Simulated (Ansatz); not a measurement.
Ideal-gas functions of Cl4Nb (`[Cl][Nb]([Cl])([Cl])[Cl]`) radical at 500 K and 1 bar, from an Ansatz frequency run at PBE0-D4/def2-TZVP.

Molar mass 234.72 g/mol, point group D2d (symmetry number 4), electronic degeneracy 2, moments of inertia 461.049, 461.078, 532.434 u Å². Harmonic wavenumbers (cm⁻¹, unscaled): 81, 90, 97, 111, 111, 394, 419, 446, 446.

Use S(trans) = R[1.5 ln M + 2.5 ln T − 1.1517]; rotational temperatures θ = 24.2544 K / I; S(rot) = R[ln(√π/σ · √(T³/θAθBθC)) + 1.5]; for each mode x = 1.438777 ν̃/T, S = R[x/(eˣ − 1) − ln(1 − e⁻ˣ)] and H = RT x/(eˣ − 1); 1 cm⁻¹ = 0.0119627 kJ/mol; R = 8.31446 J/(mol·K).

Problem. By hand: the entropy, in J/(mol·K).

Solution. Translation 187.7. Rotation: θ = 0.0526, 0.0526, 0.0456 K, giving 120.5. Vibration, mode by mode: 20.44, 19.57, 18.95, 17.84, 17.84, 7.70, 7.25, 6.79, 6.79, in all 123.2. Electronic 5.8. Sum 437.2 J/(mol·K).

Problem. By hand: H − E and G − E in kJ/mol, counted from the electronic energy.

Solution. Zero-point energy ½ × 2195 × 0.0119627 = 13.1; thermal vibration 26.5; translation, rotation and pV give 4 RT = 16.6. H − E = 56.2 kJ/mol, and G − E = 56.2 − 500 × 437.2/1000 = -162.4 kJ/mol.

Vibration gives 28 % of the entropy, 94.6 J/(mol·K) of it from the modes under 150 cm⁻¹: soft modes count most, and the harmonic formula is weakest for them.
